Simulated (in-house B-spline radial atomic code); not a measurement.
Orbital energies and mean radii along the 22-electron series, configuration 1s2 2s2 2p6 3s2 3p6 3d3/2(4). The effective charge is n√(-2ε), a non-relativistic measure. Computed with a B-spline radial code for spherical atoms: Dirac-Hartree-Fock, jj configuration that fills j = l - 1/2 first, finite nuclei.

```csv
ion,Z,energy of 3p1/2 (Eh),mean radius of 3p1/2 (bohr),energy of 2s1/2 (Eh),mean radius of 2s1/2 (bohr),effective charge of 3p1/2
Ag25+,47,-55.864,0.3329,-179.24,0.1335,31.71
Cd26+,48,?,?,?,?,?
In27+,49,?,?,?,?,?
Sn28+,50,-67.522,0.30594,-210.33,0.12411,34.863
Sb29+,51,-71.664,0.29784,-221.31,0.12123,35.916
Te30+,52,-75.936,0.29012,-232.61,0.11846,36.971
```

**Question.** Fill in the row of Cd26+.

**Answer.** energy of 3p1/2 (Eh): -59.623; mean radius of 3p1/2 (bohr): 0.32344; energy of 2s1/2 (Eh): -189.29; mean radius of 2s1/2 (bohr): 0.13024; effective charge of 3p1/2: 32.76.

**Question.** Fill in the row of In27+.

**Answer.** energy of 3p1/2 (Eh): -63.508; mean radius of 3p1/2 (bohr): 0.31447; energy of 2s1/2 (Eh): -199.66; mean radius of 2s1/2 (bohr): 0.12711; effective charge of 3p1/2: 33.811.

**Question.** How does the screening of 3p1/2 change?

**Answer.** Z less the effective charge goes from 15.29 at Z = 47 to 15.03 at Z = 52.
